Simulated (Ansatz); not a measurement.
## Ligand exchange: SiH2(CH3)(GeH3) + C2H9NSi → SiH2(GeH3)(SiH3) + C3H9N

Species: SiH2(CH3)(GeH3), singlet; C2H9NSi `CN(C)[SiH3]`, singlet; SiH2(GeH3)(SiH3), singlet; C3H9N `CN(C)C`, singlet. The partners trade CH3 for SiH3: Si–CH3 and N–SiH3 bonds give way to Si–SiH3 and N–CH3.

Shapes, held fixed at every level: PBE0-D4/def2-TZVP. Programs: Ansatz 0.2.0. The zero-point and thermal change to 298 K, harmonic and unscaled (PBE0-D4/def2-TZVP), is +2.3 kJ/mol.

```csv
level,kind,ΔH(298 K) (kJ/mol),less CCSD(T)/def2-TZVPP,CPU time (sum over the molecules)
SPW92/def2-TZVPP,LDA,+74.5,-15.8,16 s
B3LYP-D4/def2-TZVPP,global hybrid,+92.9,+2.6,57 s
r2SCAN0-D4/def2-TZVPP,global hybrid,+90.7,+0.4,54 s
wB97X-V/def2-TZVPP,range-separated hybrid,+89.6,-0.7,91 s
MP2/def2-SVP,perturbation theory,+84.3,-6.0,–
CCSD(T)/def2-SVP,coupled cluster or CI,+74.1,-16.2,51 s
CCSD/def2-SVP,coupled cluster or CI,+76.0,-14.3,–
CCSD(T)/def2-TZVPP,coupled cluster or CI,+90.3,0.0,20 min
```

The highest level, CCSD(T)/def2-TZVPP, gives ΔH(298 K) = +90.3 kJ/mol; the levels span +74.1 to +92.9. The column of differences is taken from that level and isn't an error. No measured value is set beside it here. Relativity is left out for Ge. Outer-core shells of Ge are correlated, in sets that cover them unevenly. Times are processor times on shared x86 and Arm servers, and rough.
